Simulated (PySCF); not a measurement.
Job file and geometry (Å, from GFN2-xTB) of an NMR shielding run on `C1=C(P(CC#N)N)C=CS1`, C6H7N2PS, PySCF 2.14.0, density-fitted response routines, GIAO PBE0/pcSseg-1 NMR shielding, non-relativistic, gas phase; density fitting, a coarse starting grid and PySCF grid level 2 are the driver's defaults:

```
$ OMP_NUM_THREADS=1 python probes_run.py task.json out

{"job": {"kind": "nmr", "xc": "PBE0", "basis": "pcSseg-1"}, "charge": 0, "multiplicity": 1}
N     -1.025469    -3.078888     0.418274
C     -1.369156    -1.998222     0.570663
C     -1.772308    -0.637068     0.731719
P     -1.263834     0.353182    -0.794951
N     -1.304979     1.876735     0.010376
C      0.524619     0.055137    -0.632968
C      1.392952     0.647739     0.323141
C      2.661758     0.188049     0.216373
S      2.834484    -0.974722    -1.041161
C      1.173168    -0.832325    -1.437572
H     -2.858370    -0.582348     0.847553
H     -1.278892    -0.190881     1.599859
H     -0.806374     2.571625    -0.538761
H     -2.264906     2.199776     0.103455
H      1.072438     1.377627     1.044512
H      3.517726     0.456047     0.803414
H      0.760145    -1.419433    -2.233838
```

Question: What does the program print?

Answer: 
```
coarse grid: 16232 points
cycle   1  E = -1080.9889373956  dE =  1.753e+00  |g| = 5.858e-01  |ddm| = 4.287e+00
cycle   2  E = -1080.8306049394  dE =  1.583e-01  |g| = 1.027e+00  |ddm| = 1.470e+00
cycle   3  E = -1081.0649262637  dE = -2.343e-01  |g| = 1.850e-01  |ddm| = 9.872e-01
cycle   4  E = -1081.0713710663  dE = -6.445e-03  |g| = 6.991e-02  |ddm| = 1.730e-01
cycle   5  E = -1081.0723549380  dE = -9.839e-04  |g| = 2.573e-02  |ddm| = 1.025e-01
cycle   6  E = -1081.0725306693  dE = -1.757e-04  |g| = 6.704e-03  |ddm| = 3.604e-02
cycle   7  E = -1081.0725413272  dE = -1.066e-05  |g| = 1.942e-03  |ddm| = 8.457e-03
cycle   8  E = -1081.0725421901  dE = -8.629e-07  |g| = 4.733e-04  |ddm| = 2.496e-03
final grid: 150512 points
cycle   9  E = -1081.1310063820  dE = -3.054e-05  |g| = 1.059e-02  |ddm| = 3.952e-02
cycle  10  E = -1081.1309734470  dE =  3.293e-05  |g| = 1.544e-02  |ddm| = 2.654e-02
cycle  11  E = -1081.1310329712  dE = -5.952e-05  |g| = 2.091e-03  |ddm| = 1.858e-02
cycle  12  E = -1081.1310341332  dE = -1.162e-06  |g| = 4.507e-04  |ddm| = 2.691e-03
cycle  13  E = -1081.1310341706  dE = -3.740e-08  |g| = 2.192e-04  |ddm| = 4.897e-04
cycle  14  E = -1081.1310341797  dE = -9.086e-09  |g| = 9.298e-05  |ddm| = 2.164e-04
cycle  15  E = -1081.1310341815  dE = -1.851e-09  |g| = 2.164e-05  |ddm| = 8.864e-05
cycle  16  E = -1081.1310341816  dE = -1.121e-10  |g| = 5.403e-06  |ddm| = 3.044e-05
converged SCF energy = -1081.1310341816

GIAO shielding tensors (ppm)
atom      isotropic    diamagn.    paramagn.     s11        s22        s33       span
  0 N      -35.481     340.454    -375.935   -202.526   -198.965    295.048    497.574
  1 C       66.682     260.820    -194.138    -48.660    -41.017    289.724    338.384
  2 C      158.185     255.414     -97.229    135.711    161.709    177.134     41.423
  3 P      289.009     965.556    -676.547    205.197    294.790    367.040    161.843
  4 N      231.368     318.558     -87.191    189.624    232.910    271.568     81.944
  5 C       43.016     264.053    -221.037    -25.346     19.216    135.179    160.524
  6 C       58.392     250.320    -191.929    -29.590     43.238    161.527    191.116
  7 C       50.882     261.497    -210.615    -37.982     46.923    143.705    181.687
  8 S      249.331    1056.954    -807.623    105.528    257.360    385.105    279.577
  9 C       42.843     255.531    -212.689    -53.937     39.208    143.256    197.193
 10 H       29.140      28.138       1.002     24.248     27.775     35.396     11.147
 11 H       29.248      31.501      -2.253     26.573     28.009     33.160      6.587
 12 H       31.017      31.696      -0.678     23.681     28.805     40.566     16.885
 13 H       31.037      30.528       0.509     23.297     27.779     42.036     18.739
 14 H       23.656      32.707      -9.051     19.012     23.420     28.537      9.525
 15 H       24.278      31.066      -6.789     21.014     24.841     26.978      5.965
 16 H       23.978      32.289      -8.311     20.777     24.519     26.639      5.862
```

Size and cost of the density-fitted run: 219 basis functions, of the order of 120 core-seconds.
